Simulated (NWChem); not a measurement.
Molecule: SiHOClF₂; SMILES O[Si](F)(F)Cl

```xyz
6

O      1.3277    -1.0297     0.6675
Si     0.0013    -0.3696     0.0046
F     -1.3324    -0.8259     0.7631
F     -0.0926    -0.9042    -1.4946
Cl     0.0418     1.6600     0.0090
H      1.6495    -0.7014     1.5117
```
Atoms are numbered in this order, from 1.

Computed with NWChem. Pople sets run with spherical d functions. Structure relaxed at the PBE0/def2-SVP level. Atomic charges in e: unrestrained fits to the electrostatic potential beside Mulliken populations; buried atoms are poorly determined by the fit.

### Question
What does the run give for Hartree-Fock/6-31G*? Quantities: ESP O1; Mulliken O1; ESP Si2; Mulliken Si2; ESP F3; Mulliken F3; ESP F4; Mulliken F4; ESP Cl5; Mulliken Cl5; relative RMS misfit of the potential (%).

### Answer
- ESP O1: -0.72
- Mulliken O1: -0.85
- ESP Si2: 1.24
- Mulliken Si2: 1.68
- ESP F3: -0.36
- Mulliken F3: -0.51
- ESP F4: -0.33
- Mulliken F4: -0.50
- ESP Cl5: -0.28
- Mulliken Cl5: -0.32
- relative RMS misfit of the potential (%): 21
